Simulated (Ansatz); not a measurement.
Geometry optimisation, Ansatz, RKS PBE/def2-SVP.

Input file:

```yaml
crystal:
  periodic: [false, false, false]
  atoms:
    - { symbol: C, position_ang: [0.7361, -1.1228, -0.1067] }
    - { symbol: O, position_ang: [0.7018, 0.336, -0.027] }
    - { symbol: C, position_ang: [-0.6277, 0.8908, 0.1393] }
    - { symbol: Cl, position_ang: [-1.2965, 1.1381, -1.4308] }
    - { symbol: I, position_ang: [-0.3705, 2.775, 1.0346] }
    - { symbol: H, position_ang: [0.081, -1.3937, -0.9677] }
    - { symbol: H, position_ang: [1.7403, -1.4219, -0.267] }
    - { symbol: H, position_ang: [0.348, -1.5, 0.8031] }
    - { symbol: H, position_ang: [-1.2239, 0.2524, 0.8052] }
basis:
  gaussian: { orbitals: def2-SVP }
hamiltonian:
  xc: pbe
relax:
  f_tol: 0.02
  max_steps: 40
scf:
  lower_state_search: "off"
```

Run as:

```bash
$ ansatz run input.yaml --threads 2 --pin off --max-ram 3072MiB --backend cpu --events-out ev --progress --plain --runs-dir out
```

**Question.** Where does it end, and by what steps?

**Answer.** The run converged. After 7 steps the energy has fallen by 0.495 eV; Cl4 moved furthest, 0.26 Å.

| step | energy less start (eV) | largest force component (eV/Å) | accepted |
| --- | --- | --- | --- |
| 0 | 0.0000 | 3.068 | yes |
| 1 | -0.3542 | 1.848 | yes |
| 2 | -0.4572 | 0.933 | yes |
| 3 | -0.4676 | 0.889 | yes |
| 4 | -0.4914 | 0.144 | yes |
| 5 | -0.4943 | 0.071 | yes |
| 6 | -0.4948 | 0.039 | yes |
| 7 | -0.4949 | 0.011 | yes |

```xyz
9
Properties=species:S:1:pos:R:3
C 0.707 -1.083 -0.145
O 0.703 0.331 0.069
C -0.532 0.878 0.179
Cl -1.442 0.930 -1.408
I -0.304 2.897 1.009
H 0.225 -1.333 -1.114
H 1.767 -1.394 -0.162
H 0.175 -1.615 0.676
H -1.210 0.344 0.879
```

Whether the end is a true minimum wasn't checked by a vibrational analysis.

Time of the run: 22 s on 2 threads of Arm Neoverse N1, on a shared host, peak memory 0.15 GiB.
